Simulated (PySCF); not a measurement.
A structure optimised at PBE-D3(BJ)/def2-SVP, used in a PySCF frequency run:

```xyz
4

Sn     0.0000     0.0000    -0.7122
O      0.0000     0.0000    -2.5726
Br     0.0000    -1.9895     0.8027
Br     0.0000     1.9895     0.8027
```
Charge 0, spin multiplicity 1.

Q: Write its SMILES, formula and point group.

A: [O]=[Sn]([Br])[Br], Br2OSn, C2v

Q: What are its rotational constants (standard atomic weights)?

A: 1.8784, 0.79895, 0.56053 GHz
